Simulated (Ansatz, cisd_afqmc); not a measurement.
System: HSe, charge 0, doublet. HSe (SMILES [SeH], doublet).
B3LYP-D3(BJ)/def2-TZVP minimum from Ansatz (a quantum-chemistry and plane-wave program):
```
Se
H 1 1.4749
```
Charge 0, spin multiplicity 2.

Total energies in cc-pVDZ, 7 correlated electrons, 14 frozen orbitals. Open shells are spin-unrestricted; no spin-orbit coupling. Cores are frozen in correlated methods (noble-gas shells, and filled d and f shells in the p block). No relativity. AFQMC is phaseless with a CISD trial state; ± is one standard error, without the phaseless bias. Outlying blocks are dropped, and bars are widened where a walk drifts. Over all cases where full CI ran beside it in this data, AFQMC minus full CI had a median of +0.1 mEh and passed +0.4 mEh in a tenth of the cases.

```csv
method,program,energy (Eh),minus CCSDTQ (mEh)
HF,Ansatz,-2400.37799,119.84
MP2,Ansatz,-2400.47609,21.75
CCSD,Ansatz,-2400.49542,2.41
CCSD(T),Ansatz,-2400.49734,0.49
CCSDT(Q),Ansatz,-2400.49782,0.02
CCSDTQ,Ansatz,-2400.49783,0.00
AFQMC/CISD,cisd_afqmc,-2400.4977 ± 0.0002,0.1 ± 0.2
```

Rough core times of Ansatz's runs on a shared machine: CCSD(T) under 20 s, CCSDT(Q) under 20 s, CCSDTQ 50 s.
